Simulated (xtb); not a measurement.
xtb input (GFN1-xTB):

```bash
xtb mol.xyz --gfn 1 --sp --chrg -1 --uhf 0
```
mol.xyz:
```
10

C      1.89197080    -0.33147804    -0.18909962
Ge    -0.06508112    -0.06539161    -0.07450042
O     -1.17119440    -0.89498806    -1.04345657
O     -0.19311462     1.76404256    -0.28218598
O     -0.36337384    -0.35229283     1.72412806
H      2.24356298    -0.08245177    -1.19118382
H      2.39090289     0.31481519     0.53497497
H      2.13991369    -1.37082055     0.03020689
H     -1.00339806     1.88128744    -0.79046181
H     -1.21874759    -0.79552393     1.74719088
```

End of the output:

```
         :::::::::::::::::::::::::::::::::::::::::::::::::::::
         ::                     SUMMARY                     ::
         :::::::::::::::::::::::::::::::::::::::::::::::::::::
         :: total energy             -20.839787813134 Eh    ::
         :: gradient norm              0.025513040087 Eh/a0 ::
         :: HOMO-LUMO gap              6.799314484494 eV    ::
         ::.................................................::
         :: SCC energy               -20.946040436266 Eh    ::
         :: -> electrostatic           0.307924969417 Eh    ::
         :: repulsion energy           0.109063295685 Eh    ::
         :: dispersion energy         -0.002810672553 Eh    ::
         :: halogen bond corr.         0.000000000000 Eh    ::
         :: add. restraining           0.000000000000 Eh    ::
         :: total charge              -1.000000000000 e     ::
         :::::::::::::::::::::::::::::::::::::::::::::::::::::

           -------------------------------------------------
          |                Property Printout                |
           -------------------------------------------------

    * Orbital Energies and Occupations

         #    Occupation            Energy/Eh            Energy/eV
      -------------------------------------------------------------
         1        2.0000           -0.5391766             -14.6717
       ...           ...                  ...                  ...
         4        2.0000           -0.4408068             -11.9950
         5        2.0000           -0.4031761             -10.9710
         6        2.0000           -0.3705593             -10.0834
         7        2.0000           -0.3554021              -9.6710
         8        2.0000           -0.3383802              -9.2078
         9        2.0000           -0.3344612              -9.1012
        10        2.0000           -0.3168946              -8.6231
        11        2.0000           -0.3133727              -8.5273
        12        2.0000           -0.2801026              -7.6220
        13        2.0000           -0.2741297              -7.4594
        14        2.0000           -0.2544372              -6.9236
        15        2.0000           -0.2314950              -6.2993
Note: The following floating-point exceptions are signalling: IEEE_DENORMAL
normal termination of xtb
        16        2.0000           -0.2237555              -6.0887 (HOMO)
        17                          0.0261147               0.7106 (LUMO)
        18                          0.0465623               1.2670
        19                          0.0535092               1.4561
        20                          0.0711088               1.9350
        21                          0.0809259               2.2021
        22                          0.1188637               3.2344
        23                          0.1276314               3.4730
        24                          0.1527678               4.1570
        25                          0.1923015               5.2328
        26                          0.2215328               6.0282
        27                          0.2462900               6.7019
       ...                                ...                  ...
        35                          0.7142483              19.4357
      -------------------------------------------------------------
                  HL-Gap            0.2498702 Eh            6.7993 eV
             Fermi-level           -0.0988204 Eh           -2.6890 eV

  Mulliken/CM5 charges         n(s)   n(p)   n(d)
     1C    -0.15989 -0.29147   1.024  3.135  0.000
     2Ge    0.54573  0.58655   1.156  1.625  0.674
     3O    -0.70128 -0.74145   1.746  4.955  0.000
     4O    -0.64439 -0.83668   1.726  4.919  0.000
     5O    -0.64439 -0.83668   1.726  4.919  0.000
     6H    -0.00123  0.05216   1.001  0.000  0.000
     7H     0.01144  0.06562   0.989  0.000  0.000
     8H    -0.00123  0.05216   1.001  0.000  0.000
     9H     0.29762  0.47489   0.702  0.000  0.000
    10H     0.29762  0.47489   0.702  0.000  0.000

Wiberg/Mayer (AO) data.
largest (>0.10) Wiberg bond orders for each atom

 ---------------------------------------------------------------------------
     #   Z sym  total        # sym  WBO       # sym  WBO       # sym  WBO
 ---------------------------------------------------------------------------
     1   6 C    3.957 --     8 H    0.978     6 H    0.978     7 H    0.977
                             2 Ge   0.864
     2  32 Ge   4.489 --     3 O    1.689     4 O    0.935     5 O    0.935
                             1 C    0.864
     3   8 O    1.939 --     2 Ge   1.689
     4   8 O    1.990 --     2 Ge   0.935     9 H    0.903
     5   8 O    1.990 --     2 Ge   0.935    10 H    0.903
     6   1 H    1.007 --     1 C    0.978
     7   1 H    1.006 --     1 C    0.977
     8   1 H    1.007 --     1 C    0.978
     9   1 H    0.931 --     4 O    0.903
    10   1 H    0.931 --     5 O    0.903
 ---------------------------------------------------------------------------

Topologies differ in total number of bonds
Writing topology from bond orders to xtbtopo.mol

 dipole moment from electron density (au)
     X       Y       Z
   0.5072   0.2760   0.3342  total (Debye):    1.696

           -------------------------------------------------
          | TOTAL ENERGY              -20.839787813134 Eh   |
          | GRADIENT NORM               0.025513040087 Eh/α |
          | HOMO-LUMO GAP               6.799314484494 eV   |
           -------------------------------------------------

------------------------------------------------------------------------
------------------------------------------------------------------------
 total:
 SCF:
```

It need not be the lowest isomer of its formula. Whether it binds its extra electron was not tested at this geometry.
